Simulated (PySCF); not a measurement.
C3HClF2.

```xyz
7

F     -2.1648     0.1840     1.0814
C     -1.4390    -0.0283     0.0000
F     -2.1648     0.1840    -1.0814
C     -0.1885    -0.4087     0.0000
C      1.0641    -0.7770     0.0000
Cl     2.4092     0.3408     0.0000
H      1.3911    -1.8221     0.0000
```
Charge 0, spin multiplicity 1.

Geometry: B3LYP-D3(BJ)/def2-SVP.

The numbers are results of PBE/pcSseg-1 (PySCF), not measurements. Non-relativistic, no solvent.

Computed absolute GIAO shielding of each atom: isotropic value and principal components (ppm):
```tsv
atom	σ(iso)	σ11	σ22	σ33	span
F1	229.3	216.1	220.4	251.3	35.2
C2	18.4	-24.5	25.6	54.2	78.7
F3	229.3	216.1	220.4	251.3	35.2
C4	-1.0	-53.9	-5.0	56.0	109.9
C5	60.4	-14.7	70.9	125.0	139.7
Cl6	594.0	319.4	592.2	870.4	551.0
H7	24.2	19.5	24.9	28.2	8.7
```
